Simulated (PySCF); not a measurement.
Compound: C7H8.
SMILES with atom numbers: `[CH3:1][c:2]1[cH:3][cH:4][cH:5][cH:6][cH:7]1` (hydrogens: H8, H9, H10 on C1; H11 on C3; H12 on C4; H13 on C5; H14 on C6; H15 on C7)

Computed geometry: GFN2-xTB, gas phase.

(1) What internal coordinates does the optimisation give?

Results:

(1) 
```tsv
bond	length (pm)	order
C1–C2	149.9	single
C2–C3, C2–C7	138.9	aromatic
C3–C4, C6–C7	138.3	aromatic
C4–C5, C5–C6	138.4	aromatic
C1–H8, C1–H9, C1–H10	108.9	single
C3–H11, C7–H15	108.1	single
C4–H12, C6–H14	108.0	single
C5–H13	108.0	single
```

Bonds in one row agree within 1 pm and their mean is given. Orders are formal, as drawn. A selection of angles:
```tsv
angle	degrees
C2–C1–H8	110.1
C2–C1–H9	110.7
H8–C1–H9	107.8
H9–C1–H10	108.8
C1–C2–C3	120.2
C1–C2–C7	121.1
C3–C2–C7	118.6
C2–C3–C4	120.8
C2–C3–H11	119.4
C4–C3–H11	119.9
C3–C4–C5	120.1
C3–C4–H12	119.9
C5–C4–H12	120.0
C4–C5–C6	119.6
C4–C5–H13	120.2
```

The 6-membered ring C2–C3–C4–C5–C6–C7 has internal angles of 118.6° to 120.8°; it is planar, 0.00 Å rms from its mean plane, widest ring torsion 0°. The C–C distances run from 1.383 Å (C3–C4, aromatic) to 1.499 Å (C1–C2, drawn single), a spread of 0.116 Å. Of the pairs four or more bonds apart, H10···H15 is among the closest relative to their van der Waals radii: 2.38 Å, 99 % of the sum of Bondi's values. The 7 heavy atoms lie in one plane (0.003 Å rms).

No frequency check.
